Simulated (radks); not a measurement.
All-electron atom: B+ in [He] 2s1 3d1 (not the ground configuration).

All-electron calculation, scalar-relativistic Kohn-Sham, PBEsol, spin-polarised, spherical densities, finite nucleus; open shells are filled with parallel spins first; Fermi nuclear charge, rms radius 2.406 fm. Program: a radial shooting solver on a logarithmic mesh with Libxc functionals.

Energy parts (eV):
part                     energy
total                  -639.900
kinetic                 638.340
electron-nucleus      -1419.176
Hartree                 228.423
exchange-correlation    -87.487

Orbitals (lengths in bohr, moments of r in powers of bohr; r(90%) holds 90 % of the orbital's charge):
orbital,occ.,eigenvalue (eV),r(90%)
1s up,1,-203.5398,0.591
1s down,1,-202.8172,0.591
2s up,1,-26.1309,2.56
3d up,1,-4.6496,7.16

The highest occupied level is 3d up at -4.650 eV. The electron density at the nucleus is 72.07 e/bohr^3 (large components only).
